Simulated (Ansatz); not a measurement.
F2Sr (SMILES [F][Sr][F]), singlet, at a GFN2-xTB geometry (such geometries of metal compounds can be far from the true shape) (core potentials on Sr); WB97X/def2-SVP (Ansatz, a first-principles code).

Here is a job for Ansatz.
Ansatz 0.2 input:
```yaml
crystal:
  periodic: [false, false, false]
  atoms:
    - {symbol: Sr, position_ang: [-0.41021296, -0.09466902, -0.03657170]}
    - {symbol: F, position_ang: [0.68751268, 1.35864233, -0.92031756]}
    - {symbol: F, position_ang: [1.04449760, -0.95892868, 1.07473142]}
basis:
  gaussian:
    orbitals: def2-SVP
hamiltonian:
  xc: {name: wB97X}
accuracy: high
```

### Question
Write the output that Ansatz gives for this input, abridged.

### Answer

```
Functional definition: wB97X
971 factors; integrals over basis functions are off by at most 3.0e-9 eV
305 factors; integrals over basis functions are off by at most 1.0e-9 eV
mean field evaluation 1: about -6260.7560 eV, gradient 6.1e1 eV
mean field evaluation 2: about -6255.0393 eV, gradient 9.1e1 eV
mean field evaluation 4: about -6267.3385 eV, gradient 7.0e-1 eV
mean field evaluation 8: about -6267.3385 eV, gradient 3.1e-2 eV
mean field evaluation 16: about -6267.3385 eV, gradient 3.3e-6 eV
mean field -6267.33850457 eV, -230.3204418882 hartree, gradient 6.7e-8 eV, S^2 0.000000; 0 other end points of the search recorded, 0 dependent functions left out
reference -6267.33850171 eV, -230.3204417831 hartree; 14, 14 occupied and 37, 37 virtual orbitals, 971 factors
Total energy: -6267.33850171 eV, -230.3204417831 hartree
```
